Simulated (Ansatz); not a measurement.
Relaxation of C₂H₅BF₂ (10 atoms, charge 0, multiplicity 1), to a largest force component of 0.015 eV/Å in at most 40 steps.

All numbers below come from RKS PBE-D4/def2-SVP in Ansatz.

```xyz
10
Properties=species:S:1:pos:R:3
F -0.383 -2.291 -0.614
C 0.473 -1.273 -0.262
B -0.304 -0.129 0.540
C -0.204 1.382 0.030
F -0.893 1.425 -1.219
H 1.264 -1.705 0.376
H 0.972 -0.844 -1.170
H -0.780 -0.384 1.559
H -0.828 2.027 0.794
H 0.767 1.740 -0.031
```

Problem. Where does it end, and by what steps?

Solution. It converged. After 15 steps the energy has fallen by 0.819 eV; F5 moved furthest, 1.39 Å.

| step | energy less start (eV) | largest force component (eV/Å) | accepted |
| --- | --- | --- | --- |
| 0 | 0.0000 | 4.679 | yes |
| 1 | -0.3578 | 1.156 | yes |
| 2 | -0.4585 | 0.520 | yes |
| 3 | -0.5444 | 0.581 | yes |
| 4 | -0.6322 | 0.700 | yes |
| 5 | -0.7003 | 0.740 | yes |
| 6 | -0.7744 | 0.188 | yes |
| 7 | -0.8080 | 0.071 | yes |
| 8 | -0.7872 | 0.517 | no |
| 9 | -0.8124 | 0.047 | yes |
| 10 | -0.8175 | 0.027 | yes |
| 11 | -0.8181 | 0.054 | yes |
| 12 | -0.8186 | 0.082 | yes |
| 13 | -0.8189 | 0.028 | yes |
| 14 | -0.8190 | 0.015 | yes |
| 15 | -0.8190 | 0.003 | yes |

```xyz
10
Properties=species:S:1:pos:R:3
F 0.081 -2.580 0.088
C 0.255 -1.284 -0.376
B -0.266 -0.151 0.560
C -0.119 1.346 0.132
F 0.492 1.541 -1.108
H 1.339 -1.098 -0.591
H -0.231 -1.169 -1.379
H -0.792 -0.388 1.632
H -1.129 1.830 0.127
H 0.452 1.902 0.918
```

Run time: 21 s on 2 threads of Arm Neoverse V2, on a shared host, peak memory 0.12 GiB.
